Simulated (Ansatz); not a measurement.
One change: `[SiH3]C[O][SbH2]` becomes `FBOC[SiH3]`.

Ansatz, PBE0-D4/def2-TZVP geometries, multiplicity 1. Each molecule was computed in one conformer, which needn't be the lowest.

Elements past krypton have def2 core potentials.

| property | `[SiH3]C[O][SbH2]` |
| --- | --- |
| HOMO–LUMO gap (ωB97M-V/def2-TZVPP) / eV | 9.93 |
| LUMO energy (ωB97M-V/def2-TZVPP) / eV | 0.53 |
| HOMO–LUMO gap (PBE0/def2-TZVPP) / eV | 5.95 |
| HOMO energy (PBE0/def2-TZVPP) / eV | -7.17 |
| size of the dipole moment (PBE/def2-TZVPP) / D | 1.39 |
| size of the dipole moment (B3LYP/def2-TZVPP) / D | 1.54 |

Q: What does the change do to each property? (An estimate is asked.)

A: The calculation gave: 
```csv
property,`FBOC[SiH3]`,shift
HOMO–LUMO gap (ωB97M-V/def2-TZVPP) / eV,12.70,2.77
LUMO energy (ωB97M-V/def2-TZVPP) / eV,1.89,1.36
HOMO–LUMO gap (PBE0/def2-TZVPP) / eV,8.80,2.85
HOMO energy (PBE0/def2-TZVPP) / eV,-8.53,-1.36
size of the dipole moment (PBE/def2-TZVPP) / D,1.31,-0.08
size of the dipole moment (B3LYP/def2-TZVPP) / D,1.30,-0.24
```

With PBE0 the HOMO falls by 1.36 eV and the LUMO rises by 1.49 eV, so the gap widens by about 2.85 eV. PBE moves the HOMO by -1.38 eV and ωB97M-V by -1.43 eV. Dipoles are sizes alone; their direction can turn.

B3LYP here is the variant with VWN-RPA as its local correlation; programs differ in this.

Spin–orbit coupling is left out; it splits and shifts lone-pair levels of the heavy atoms by tenths of an eV.
